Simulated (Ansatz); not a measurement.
The cluster CoW2⁻. The state is a singlet with charge -1. Geometry B3LYP-D4/def2-TZVPD, that of the charge -1 singlet.

```xyz
3

Co    1.2464    0.3955    0.3812
W    -1.0338    0.2196    0.7167
W    -0.2126   -0.6151   -1.0979
```

In the def2 sets W takes a core potential; there is no spin–orbit coupling. At PBE-D4/def2-TZVPD, r2SCAN-D4/def2-TZVPD, PBE0-D4/def2-TZVPD the unrestricted singlet has broken spin symmetry (⟨S²⟩ up to 3.24). At PBE-D4/def2-TZVPD, r2SCAN-D4/def2-TZVPD, PBE0-D4/def2-TZVPD the highest occupied level of the charge -1 singlet lies above zero (up to 0.62 eV). Its loss leaves the charge 0 doublet, which lies 1.11 eV higher (vertical, at r2SCAN-D4/def2-TZVPD), but this difference is unsure: the doublet is doubtful (geometry relaxed on an unsound state). At PBE0-D4/def2-TZVPD a quintet of charge -1 lies 0.78 eV below the unrestricted singlet, which stands at the restricted singlet's geometry. That quintet is doubtful there (⟨S²⟩ 7.38, where a pure state has 6.00). The structure comes from a short search, and lower isomers may exist.

Question: Estimate the orbital energies around the gap (eV) in Ansatz with PBE-D4/def2-TZVPD, r2SCAN-D4/def2-TZVPD, PBE0-D4/def2-TZVPD.

Answer: 
```tsv
orbital	PBE-D4/def2-TZVPD	r2SCAN-D4/def2-TZVPD	PBE0-D4/def2-TZVPD
HOMO−5	-0.94	-1.58	-2.76
HOMO−4	-0.62	-1.45	-2.19
HOMO−3	-0.57	-1.25	-2.05
HOMO−2	0.18	-0.52	-1.50
HOMO−1	0.19	-0.15	-0.83
HOMO	0.50	0.10	-0.72
LUMO	0.88	1.08	1.49
LUMO+1	1.02	1.61	2.02
LUMO+2	1.66	2.03	2.51
LUMO+3	1.91	2.36	2.94
LUMO+4	2.02	2.60	3.40
LUMO+5	2.09	2.91	3.45
β HOMO	0.50	0.62	0.27
β LUMO	0.88	1.63	2.26
```
